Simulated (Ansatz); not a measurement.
Reaction (ligand exchange at the Sn–C bond): `CC1=N[CH]1[SnH3]` + `[AlH2][SH]` → `[AlH2][S][SnH3]` + `CC1=NC1`

Gas-phase electronic energies from Ansatz, PBE0-D4/def2-TZVP geometries. CCSD(T)/CBS is the MP2 limit (def2-TZVPP, def2-QZVPP) plus CCSD(T) − MP2 in def2-TZVPP, frozen cores. This one scheme is used for every species. Functionals use def2-TZVPP. B3LYP here is the variant with VWN-RPA as its local correlation; programs differ in this. Elements past krypton have def2 core potentials. For Sn outer-core shells are correlated without core-valence functions, which leaves a few kJ/mol of doubt a bond.

```json
{"level": "B3LYP-D4", "ΔE (kJ/mol)": "-93.0", "difference from CCSD(T)/CBS": "1.1"}
{"level": "BHLYP-D4", "ΔE (kJ/mol)": "-101.4", "difference from CCSD(T)/CBS": "-7.3"}
{"level": "B2PLYP", "ΔE (kJ/mol)": "-92.6", "difference from CCSD(T)/CBS": "1.5"}
{"level": "PBE", "ΔE (kJ/mol)": "-91.4", "difference from CCSD(T)/CBS": "2.7"}
{"level": "B3LYP", "ΔE (kJ/mol)": "-93.2", "difference from CCSD(T)/CBS": "0.9"}
{"level": "RPA@PBE/def2-TZVPP", "ΔE (kJ/mol)": "-83.4", "difference from CCSD(T)/CBS": "10.7"}
{"level": "CCSD/def2-SVP", "ΔE (kJ/mol)": "-92.7", "difference from CCSD(T)/CBS": "1.4"}
{"level": "HF/def2-QZVPP", "ΔE (kJ/mol)": "-107.4", "difference from CCSD(T)/CBS": "-13.3"}
{"level": "MP2/CBS(def2)", "ΔE (kJ/mol)": "-95.7", "difference from CCSD(T)/CBS": "-1.6"}
{"level": "CCSD/CBS(def2)", "ΔE (kJ/mol)": "-96.0", "difference from CCSD(T)/CBS": "-1.9"}
{"level": "CCSD(T)/CBS", "ΔE (kJ/mol)": "-94.1", "difference from CCSD(T)/CBS": "0"}
```

Question: What do rigid-rotor, harmonic-oscillator terms from PBE0-D4/def2-TZVP frequencies (298.15 K, 1 bar) make of the CCSD(T)/CBS value? (An estimate is asked.)

Answer: Ansatz gave: ΔZPE = +10.3 kJ/mol, ΔH = -84.6 kJ/mol, ΔS = -1 J/(mol·K), ΔG = -84.4 kJ/mol. Modes under 50 cm⁻¹ make the entropy rough.

Largest T1 diagnostic among the species: 0.013.

From BLYP to BHLYP (50 % exact exchange), in def2-TZVPP and without D4, ΔE moves by −11.2 kJ/mol. Leaving LDA and LC-ωPBE aside and taking each functional with its dispersion term where it has one, the values, not all of them listed here, spread over 14.0 kJ/mol, from BHLYP-D4 to BLYP-D4. LDA lies +3.1 kJ/mol from PBE without D4. In def2-TZVPP, CCSD(T) changes the Hartree–Fock value by +18.7 kJ/mol (the triples alone add +1.8 kJ/mol) and MP2 by +17.1 kJ/mol.
